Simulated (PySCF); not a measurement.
H₃IrO₃, SMILES [OH][Ir]([OH])[OH], multiplicity 1.

The structure is a stationary point at PBE0-D3(BJ)/def2-SVP. The multiplicity is an assumed one; other spin states were not compared. The def2 effective core potentials stand for the cores of Ir; spin–orbit coupling is left out. The values are those of a single conformer.

Method: PBE/def2-TZVPD (PySCF).

Gas-phase values at a fixed geometry.

Computed frontier levels, gap, dipole moment and polarisability:
```yaml
highest_occupied_level: -5.26 eV
lowest_empty_level: -3.20 eV
orbital_gap: 2.06 eV
dipole_moment: 1.15 D
quadrupole, principal values (traceless, Buckingham form, about the centre of nuclear charge): -10.34, 0.55, 9.79 D·Å
mean_static_polarisability: 59.1 bohr³ (8.75 Å³)
polarisability_principal_values: 50.7, 62.7, 63.9 bohr³
```
